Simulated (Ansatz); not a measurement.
Job for Ansatz (a program for electronic structure): R-CCSD(T)/aug-cc-pVTZ on H2 (SMILES [H][H]) with ghost functions.

Ansatz 0.2 input:
```yaml
crystal:
  periodic: [false, false, false]
  atoms:
    - {symbol: H, position_ang: [-0.09102822, -0.45966174, 2.30920041]}
    - {symbol: H, position_ang: [0.00799744, 0.27667606, 2.37973646]}
basis:
  gaussian:
    orbitals: aug-cc-pVTZ
    ghost_atoms:
      - {symbol: F, position_ang: [-0.08209952, 0.19386140, -0.50397270]}
      - {symbol: H, position_ang: [-0.06940098, 0.09894462, 0.41765146]}
magnetization: {spin_polarized: false}
correlation: {method: ccsd_t, electrons: outside_noble_gas}
scf: {lower_state_search: off}
```

### Question
Give the final energy of this run.

### Answer
-1.1727 hartree (reference determinant -1.1330, T1 diagnostic 0.005).
